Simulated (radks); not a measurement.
Task: The niobium ion Nb8+, 33 electrons, occupied as [Ar] 3d10 4s2 4p3. Calculated with a radial shooting solver on a logarithmic mesh with Libxc functionals: Dirac Kohn-Sham, relativistic LDA (MacDonald-Vosko exchange, VWN5 correlation), spin-unpolarised, spherical densities, finite nucleus; open shells fill j = l - 1/2 first; Fermi nuclear charge, rms radius 4.324 fm.

Spin-orbit splittings of the eigenvalues, e(l+1/2) - e(l-1/2), with zeta = 2 splitting/(2l+1) and mean radii in bohr:

| shell | occ. | splitting (eV) | zeta (eV) | <r> j=l-1/2 | <r> j=l+1/2 |
|---|---|---|---|---|---|
| 2p | 6 | 95.06 | 63.37 | 0.1348 | 0.1393 |
| 3p | 6 | 15.55 | 10.37 | 0.4378 | 0.4482 |
| 3d | 10 | 2.928 | 1.171 | 0.4276 | 0.4310 |
| 4p | 3 | ? | ? | 1.133 | 1.152 |
| 4d | 0 | 0.4455 | 0.1782 | 1.311 | 1.317 |

Estimate the 4p splitting.

Result: 2.854 eV (zeta = 1.903 eV).
